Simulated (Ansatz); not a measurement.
Ansatz (an electronic-structure program) input (B3LYP-D3(BJ)/def2-TZVP):

Ansatz 0.2 input:
```yaml
crystal:
  periodic: [false, false, false]
  atoms:
    - {symbol: Si, position_ang: [-0.28052965, 0.45222519, -0.07315198]}
    - {symbol: F, position_ang: [-0.87413815, -0.23368705, 1.24173697]}
    - {symbol: F, position_ang: [-0.75097079, -0.60398501, -1.17576894]}
    - {symbol: Br, position_ang: [1.91036926, 0.37859323, 0.05326166]}
basis:
  gaussian:
    orbitals: def2-TZVP
hamiltonian:
  xc: b3lyp
  dispersion: d3bj
magnetization: {spin_polarized: true, initial_magnetization: 1}
relax: {f_tol: 0.002, max_steps: 150}
```

End of the output:

```
mean field: 0.75 GiB planned
mean field -83365.10814159 eV, -3063.6112173036 hartree, gradient 2.0e-5 eV, S^2 0.751981; 0 other end points of the search recorded, 0 dependent functions left out
the calculation of the forces begins
reference -83365.10834547 eV, -3063.6112247962 hartree; 34, 33 occupied and 113, 114 virtual orbitals, 986 factors
relax step  10: F+E_penalty+E_count = -83365.27218903 eV  Δ(F+E_penalty+E_count) = +4.288e-6 eV  max|allowed force component| = 1.233e-2 eV/Å  Δτ_max = 0.0011 Å  (34 SCF iters, rejected (line search))
these checks for a lower state are left out or cut short: starts, cluster_reference, orbital_swaps, neighbouring_geometries, increment
integrals: 0.06 GiB planned
986 factors; their error is unknown
0.20 GiB of the device are held for the grids
0.73 GiB of device memory are held for the factors and their scratch space
mean field: 0.75 GiB planned
mean field -83365.10815401 eV, -3063.6112177601 hartree, gradient 2.0e-5 eV, S^2 0.751979; 0 other end points of the search recorded, 0 dependent functions left out
the calculation of the forces begins
reference -83365.10835789 eV, -3063.6112252525 hartree; 34, 33 occupied and 113, 114 virtual orbitals, 986 factors
relax step  11: F+E_penalty+E_count = -83365.27219553 eV  Δ(F+E_penalty+E_count) = -2.212e-6 eV  max|allowed force component| = 3.061e-4 eV/Å  Δτ_max = 0.0003 Å  (34 SCF iters, accepted)
integrals: 0.06 GiB planned
986 factors; their error is unknown
0.20 GiB of the device are held for the grids
0.73 GiB of device memory are held for the factors and their scratch space
mean field: 0.75 GiB planned
mean field evaluation 96: about -83361.4951 eV, gradient 3.4e1 eV
mean field -83365.10815401 eV, -3063.6112177601 hartree, gradient 2.0e-5 eV, S^2 0.751979; 1 other end points of the search recorded, 0 dependent functions left out
the calculation of the forces begins
reference -83365.10835789 eV, -3063.6112252525 hartree; 34, 33 occupied and 113, 114 virtual orbitals, 986 factors
Total energy: -83365.27239941 eV, -3063.6172536670 hartree
Atom 0 at    -0.291283     0.390977    -0.063741 Å, force    -0.000225    -0.000306    -0.000009 eV/Å
Atom 1 at    -0.883976    -0.203925     1.289726 Å, force    -0.000054     0.000099     0.000011 eV/Å
Atom 2 at    -0.753395    -0.589681    -1.230721 Å, force     0.000030     0.000148     0.000025 eV/Å
Atom 3 at     1.933385     0.395776     0.050813 Å, force     0.000249     0.000059    -0.000028 eV/Å
Dipole moment:     0.008943     0.216513    -0.032675 e Å
```

It need not be the lowest isomer of its formula.
